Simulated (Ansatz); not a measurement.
`FC(F)(F)c1ccc(-c2ccc(-c3ccc(C(F)(F)F)cc3)cc2)cc1`. Total charge 0; singlet. Geometry r2SCAN-D4/def2-SVP.

```csv
atom,x (Å),y (Å),z (Å)
F1,-1.500,-6.905,3.351
C2,-2.386,-6.335,2.512
F3,-2.656,-7.225,1.541
F4,-3.522,-6.157,3.214
C5,-1.868,-5.037,1.962
C6,-2.023,-4.715,0.610
C7,-1.563,-3.488,0.131
C8,-0.946,-2.559,0.989
C9,-0.461,-1.258,0.479
C10,0.111,-1.147,-0.803
C11,0.573,0.077,-1.280
C12,0.469,1.245,-0.502
C13,0.954,2.548,-1.011
C14,0.264,3.741,-0.715
C15,0.715,4.967,-1.196
C16,1.874,5.027,-1.982
C17,2.367,6.364,-2.457
F18,3.272,6.249,-3.444
F19,2.952,7.058,-1.461
F20,1.357,7.128,-2.916
C21,2.572,3.854,-2.286
C22,2.113,2.628,-1.806
C23,-0.109,1.136,0.777
C24,-0.558,-0.091,1.260
C25,-0.799,-2.902,2.349
C26,-1.251,-4.127,2.832
H27,-2.508,-5.424,-0.066
H28,-1.712,-3.233,-0.923
H29,0.217,-2.041,-1.424
H30,1.000,0.135,-2.286
H31,-0.659,3.700,-0.128
H32,0.160,5.884,-0.976
H33,3.478,3.903,-2.896
H34,2.680,1.718,-2.026
H35,-0.184,2.024,1.412
H36,-1.016,-0.143,2.252
H37,-0.292,-2.210,3.028
H38,-1.114,-4.389,3.885
```

Single mean-field runs in def2-SVP, def2-TZVP are fitted with def2-universal-jkfit.

Estimate the orbital energies around the gap (eV) in Ansatz with PBE-D4/def2-SVP, PBE-D4/def2-TZVP, r2SCAN-D4/def2-TZVP, PBE0-D4/def2-SVP, PBE0-D4/def2-TZVP.


```tsv
orbital	PBE-D4/def2-SVP	PBE-D4/def2-TZVP	r2SCAN-D4/def2-TZVP	PBE0-D4/def2-SVP	PBE0-D4/def2-TZVP
HOMO−5	-7.57	-7.65	-7.91	-8.81	-8.82
HOMO−4	-6.84	-6.92	-7.13	-7.94	-7.95
HOMO−3	-6.82	-6.90	-7.11	-7.92	-7.93
HOMO−2	-6.80	-6.89	-7.10	-7.91	-7.92
HOMO−1	-6.73	-6.80	-7.01	-7.81	-7.83
HOMO	-5.88	-5.96	-6.11	-6.82	-6.83
LUMO	-2.59	-2.72	-2.63	-1.92	-1.99
LUMO+1	-1.77	-1.91	-1.77	-0.96	-1.05
LUMO+2	-1.70	-1.85	-1.70	-0.86	-0.98
LUMO+3	-1.63	-1.77	-1.62	-0.78	-0.88
LUMO+4	-1.50	-1.64	-1.48	-0.64	-0.73
LUMO+5	-0.66	-0.83	-0.61	0.30	0.16
```
